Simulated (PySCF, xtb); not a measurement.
Mg(Br)(OMe) (CH3BrMgO), SMILES [Br][Mg][O]C.

GFN2-xTB (xtb) at its own geometry gives an orbital gap of 1.85 eV and a dipole moment of 2.68 D.

Geometry: PBE-D3(BJ)/def2-SVP. The structure was generated by enumeration; whether it is a known compound was not checked. One conformer was computed; it need not be the lowest.

**Question.** What does CAM-B3LYP/def2-TZVPD run with PySCF give? (An estimate is asked for; the answer gives what the named calculation found.)

**Answer.** gap 8.06 eV (levels -8.92 and -0.86 eV), dipole 1.62 D.
